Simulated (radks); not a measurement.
Effect of the nuclear size on the tin ion Sn+, [Kr] 4d10 5s2 5p1. All-electron calculation, Dirac Kohn-Sham, PBE, spin-unpolarised, spherical densities, finite nucleus; open shells fill j = l - 1/2 first; Fermi nuclear charge, rms radius 4.6519 fm. Program: a radial shooting solver on a logarithmic mesh with Libxc functionals. The rms radius is varied about that value; shifts are against it.

rms radius (fm) = 3.8518: total energy shift (eV) -1.30; density at nucleus (e/bohr^3) 1.968e+05; 1s1/2 shift (meV) -546; 2s1/2 shift (meV) -62.5; 3p1/2 shift (meV) 0.726; 4s1/2 shift (meV) -2.30; 4p1/2 shift (meV) 0.215; 5s1/2 shift (meV) -0.207; 5p1/2 shift (meV) 0.056
rms radius (fm) = 4.2891: total energy shift (eV) -0.616; density at nucleus (e/bohr^3) 1.935e+05; 1s1/2 shift (meV) -258; 2s1/2 shift (meV) -29.6; 3p1/2 shift (meV) 0.344; 4s1/2 shift (meV) -1.09; 4p1/2 shift (meV) 0.101; 5s1/2 shift (meV) -0.098; 5p1/2 shift (meV) 0.026
rms radius (fm) = 4.6519: total energy shift (eV) 0; density at nucleus (e/bohr^3) 1.911e+05; 1s1/2 shift (meV) 0.000; 2s1/2 shift (meV) 0.000; 3p1/2 shift (meV) 0.000; 4s1/2 shift (meV) 0.000; 4p1/2 shift (meV) 0.000; 5s1/2 shift (meV) 0.000; 5p1/2 shift (meV) 0.000
rms radius (fm) = 5.0054: total energy shift (eV) 0.641; density at nucleus (e/bohr^3) 1.89e+05; 1s1/2 shift (meV) 269; 2s1/2 shift (meV) 30.8; 3p1/2 shift (meV) -0.357; 4s1/2 shift (meV) 1.13; 4p1/2 shift (meV) -0.106; 5s1/2 shift (meV) 0.102; 5p1/2 shift (meV) -0.027
rms radius (fm) = 5.2753: total energy shift (eV) 1.16; density at nucleus (e/bohr^3) 1.875e+05; 1s1/2 shift (meV) 485; 2s1/2 shift (meV) 55.5; 3p1/2 shift (meV) -0.645; 4s1/2 shift (meV) 2.05; 4p1/2 shift (meV) -0.191; 5s1/2 shift (meV) 0.184; 5p1/2 shift (meV) -0.049

Slopes of the eigenvalues against <r^2> in GHz/fm^2, as finite differences over the two radii next to the reference (eigenvalue slopes, not the field-shift constants of lines): 1s1/2 19100, 2s1/2 2190, 3p1/2 -25.5, 4s1/2 80.8, 4p1/2 -7.52, 5s1/2 7.26, 5p1/2 -1.95.
